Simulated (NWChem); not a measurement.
Everything below was run with NWChem. System: H$_{2}$BBrO$_{2}$, charge 0, spin multiplicity 1, displaced from the optimised geometry. The structure started from a generated list of species. Level: PBE/def2-SVP.

Job file:

```
start mol
memory heap 200 mb stack 800 mb global 1000 mb
geometry units angstroms nocenter noautoz
  B     -0.816469     0.537186     0.000000
  Br     0.822082    -0.568247     0.000000
  O     -2.024981    -0.111498     0.000000
  H     -2.777264     0.522846     0.000000
  O     -0.737161     1.914784     0.000000
  H      0.183855     2.253589     0.000000
  symmetry group Cs
end
basis spherical
  * library def2-svp
end
basis "cd basis" spherical
  * library weigend_coulomb_fitting
end
dft
  xc xpbe96 cpbe96
  semidirect memsize 60000000 filesize 0
  iterations 100
end
task dft gradient
```

Part of the output:

```
             Northwest Computational Chemistry Package (NWChem) 7.3.0
             --------------------------------------------------------

                                NWChem Input Module
                                -------------------

 Scaling coordinates for geometry "geometry" by  1.889725989
 (inverse scale =  0.529177249)

 Turning off AUTOSYM since
 SYMMETRY directive was detected!

                             Geometry "geometry" -> ""
                             -------------------------

 Output coordinates in angstroms (scale by  1.889725989 to convert to a.u.)

  No.       Tag          Charge          X              Y              Z
 ---- ---------------- ---------- -------------- -------------- --------------
    1 B                    5.0000    -0.81646900     0.53718600     0.00000000
    2 Br                  35.0000     0.82208200    -0.56824700     0.00000000
    3 O                    8.0000    -2.02498100    -0.11149800     0.00000000
    4 H                    1.0000    -2.77726400     0.52284600     0.00000000
    5 O                    8.0000    -0.73716100     1.91478400     0.00000000
    6 H                    1.0000     0.18385500     2.25358900     0.00000000

 Effective nuclear repulsion energy (a.u.)     219.4512852523

            Nuclear Dipole moment (a.u.)
            ----------------------------
        X                 Y               Z
 ---------------- ---------------- ----------------
    -0.0000377945     0.0000151178     0.0000000000

      Symmetry information
      --------------------

 Group name             Cs
 Group number              2
 Group order               2
 No. of unique centers     6

      Symmetry unique atoms

     1    2    3    4    5    6


 Summary of "ao basis" -> "" (spherical)
 ------------------------------------------------------------------------------
       Tag                 Description            Shells   Functions and Types
 ---------------- ------------------------------  ------  ---------------------
 *                          def2-svp                  on all atoms

 Summary of "cd basis" -> "" (spherical)
[...]
          Use of symmetry is: on ; symmetry adaption is: on
          Maximum number of iterations: 100
          AO basis - number of functions:    84
                     number of shells:    36
          A Charge density fitting basis will be used.
          CD basis - number of functions:   227
                     number of shells:    73
          Convergence on energy requested:  1.00D-06
          Convergence on density requested:  1.00D-05
          Convergence on gradient requested:  5.00D-04

              XC Information
              --------------
          PerdewBurkeErnzerhof Exchange Functional  1.000
            Perdew 1991 LDA Correlation Functional  1.000 local
           PerdewBurkeErnz. Correlation Functional  1.000 non-local

             Grid Information
             ----------------
          Grid used for XC integration:  medium
          Radial quadrature: Mura-Knowles
          Angular quadrature: Lebedev.
          Tag              B.-S. Rad. Rad. Pts. Rad. Cut. Ang. Pts.
          ---              ---------- --------- --------- ---------
          B                   0.85       49           8.0       434
          Br                  1.15      112          10.0       590
          O                   0.60       49           9.0       434
          H                   0.35       45          10.0       434
          Grid pruning is: on
          Number of quadrature shells:   349
          Spatial weights used:  Erf1

          Convergence Information
          -----------------------
          Convergence aids based upon iterative change in
          total energy or number of iterations.
          Levelshifting, if invoked, occurs when the
          HOMO/LUMO gap drops below (HL_TOL):  1.00D-02
          DIIS, if invoked, will attempt to extrapolate
          using up to (NFOCK): 10 stored Fock matrices.

                    Damping( 0%)  Levelshifting(0.5)       DIIS
                  --------------- ------------------- ---------------
          dE  on:    start            ASAP                start
          dE off:    2 iters        100 iters           100 iters

      Screening Tolerance Information
      -------------------------------
          Density screening/tol_rho:  1.00D-10
          AO Gaussian exp screening on grid/accAOfunc:  14
          CD Gaussian exp screening on grid/accCDfunc:  20
          XC Gaussian exp screening on grid/accXCfunc:  20
          Schwarz screening/accCoul:  1.00D-08

  int_init: cando_txs set to always be  F
  intd_init: cando_txs set to always be  F

                            NWChem DFT Gradient Module
                            --------------------------

  charge          =   0.00
  wavefunction    = closed shell

  Using symmetry

                         DFT ENERGY GRADIENTS

    atom               coordinates                        gradient
                 x          y          z           x          y          z
   1 B      -1.542903   1.015134   0.000000    0.002948  -0.003378   0.000000
   2 Br      1.553510  -1.073831   0.000000    0.008171  -0.004938   0.000000
   3 O      -3.826659  -0.210701   0.000000   -0.006676  -0.009079   0.000000
   4 H      -5.248268   0.988036   0.000000   -0.006827   0.003661   0.000000
   5 O      -1.393032   3.618417   0.000000   -0.004240   0.009261   0.000000
   6 H       0.347436   4.258666   0.000000    0.006624   0.004474   0.000000

                 ----------------------------------------
                 |  Time  |  1-e(secs)   |  2-e(secs)   |
                 ----------------------------------------
                 |  CPU   |       0.01   |       0.00   |
                 ----------------------------------------
                 |  WALL  |       0.01   |       0.00   |
                 ----------------------------------------

 Task  times  cpu:        4.0s     wall:        4.0s

 Total times  cpu:        4.0s     wall:        4.0s
```
